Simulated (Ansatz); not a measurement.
Consider the atomization: `C#CCC[SiH3]` → 4 C• + 8 H• + Si•.

Computed with Ansatz on PBE0-D4/def2-TZVP structures; ΔE is electronic, products minus reactants. CBS: MP2 limit from def2 TZ/QZ plus the TZ coupled-cluster correction, frozen cores. This one scheme is used for every species, atoms too. DFT in def2-TZVPP. B3LYP here is the variant with VWN-RPA as its local correlation; programs differ in this. Open shells (•) are unrestricted, without spin–orbit coupling. Spin–orbit coupling would lower the free atoms: a little for C, Si. One conformer a species, not always the lowest.

Task: What is ΔE at CCSD(T)/CBS? (Best estimate.)

Result: Computed: +5042.9 kJ/mol.

Task: What do these levels give: PBE-D4, PBE0-D4, B3LYP-D4, HF/def2-TZVPP, MP2/def2-TZVPP, SCS-MP2/def2-TZVPP, CCSD/def2-TZVPP, CCSD(T)/def2-TZVPP, SCS-MP2/def2-QZVPP, HF/CBS(def2), MP2/CBS(def2), CCSD/CBS(def2)? (An estimate is asked.)

Result: The calculation gave: PBE-D4 5128.7, PBE0-D4 5064.3, B3LYP-D4 5049.1, HF/def2-TZVPP 3792.6, MP2/def2-TZVPP 4990.8, SCS-MP2/def2-TZVPP 4980.3, CCSD/def2-TZVPP 4859.8, CCSD(T)/def2-TZVPP 4927.8, SCS-MP2/def2-QZVPP 5057.2, HF/CBS(def2) 3798.8, MP2/CBS(def2) 5105.9, CCSD/CBS(def2) 4974.9 kJ/mol.

Largest T1 diagnostic among the species: 0.012.

In def2-TZVPP, CCSD(T) changes the Hartree–Fock value by +1135.2 kJ/mol (the triples alone add +68.0 kJ/mol) and MP2 by +1198.2 kJ/mol; breaking electron pairs costs correlation energy, which Hartree–Fock lacks. From PBE to PBE0 (25 % exact exchange), in def2-TZVPP and without D4, ΔE moves by −60.5 kJ/mol: exact exchange takes away binding that semilocal exchange gives to molecules. The D4 term adds +39.6 kJ/mol with B3LYP and +20.9 kJ/mol with PBE0; it sums over pairs of atoms, weighted by their polarisabilities, and B3LYP, whose exchange is more repulsive, gets the larger term.

For atomizations the MP2-based limit and the directly extrapolated one differ by several kJ/mol either way, and by 10 to 25 for some Ge, Se and Sn compounds, so smaller differences from it don't rank the levels.
